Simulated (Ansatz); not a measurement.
Mulliken charges of `[NH2][Cd][Cl]` from PBE/def2-TZVPP in Ansatz (PBE0-D4/def2-TZVP geometry).

| atom | x (Å) | y (Å) | z (Å) | charge (e) |
| --- | --- | --- | --- | --- |
| N1 | -0.339 | 0.983 | -0.377 | -0.540 |
| Cd2 | 0.541 | -0.727 | 0.200 | 0.641 |
| Cl3 | 1.704 | -2.590 | 0.789 | -0.396 |
| H4 | -1.071 | 0.810 | -1.058 | 0.148 |
| H5 | -0.785 | 1.451 | 0.405 | 0.148 |

Q: By hand: the dipole of these point charges (1 e Å = 4.8032 D).

A: Σ q r = (-0.420, 0.363, -0.077) e Å, of length 0.560 e Å = 2.69 D.

Q: How does the dipole of the full density compare? (Best estimate.)

A: The calculation gave: (-0.440, 0.314, -0.051) e Å, 2.61 D; the point charges give 1.03 times that, at 6° from its direction.

Point charges leave out the atoms' own dipoles, such as those of lone pairs, and Mulliken's split depends on the basis, so the close match here is no proof of good charges.
